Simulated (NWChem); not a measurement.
Molecule: C2H6F2Si; SMILES C[SiH2]C(F)F

```xyz
11

C      1.0475     1.7142     0.0000
Si    -0.6522     0.9326     0.0000
C     -0.4192    -0.9771     0.0000
F      0.2993    -1.3383     1.1008
F      0.2993    -1.3383    -1.1008
H      1.6090     1.3945    -0.8909
H      0.9876     2.8128     0.0000
H      1.6090     1.3945     0.8909
H     -1.4409     1.2909     1.2176
H     -1.4409     1.2909    -1.2176
H     -1.3510    -1.5733     0.0000
```
Atoms are numbered in this order, from 1.

Computed with NWChem. Medium grid unless said otherwise, to which SCAN and Minnesota functionals are sensitive. Geometry: optimised at PBE0/def2-SVP. Hybrids' shares of exact exchange are those that their runs print; pure functionals count as 0. The functionals differ in more than this share.

| row | share of exact exchange | orbital gap (eV) |
|---|---|---|
| PBE/def2-SVP | 0.00 | 6.95 |
| r2SCAN/def2-SVP | 0.00 | 7.73 |
| TPSSh/def2-SVP | 0.10 | 8.33 |
| B3LYP/def2-SVP | 0.20 | 8.95 |
| Hartree-Fock/def2-SVP | 1.00 | withheld |

Question: Fit a straight line of the last column on the one before it, predict the withheld value, and compare with the run.

Answer: 
1. Means of the 4 shown rows: x = 0.075, y = 7.990. Slope Σ(x − x̄)(y − ȳ)/Σ(x − x̄)² = 0.2260/0.02750 = 8.218; intercept 7.374.
2. The shown rows scatter about the line by 0.287 (root mean square); the largest residual is -0.42, at PBE/def2-SVP.
3. At x = 1.00 (Hartree-Fock/def2-SVP; beyond the shown range) the line gives 15.59.
4. The run gives 16.45, +0.86 from the line, 3.0 times the scatter.
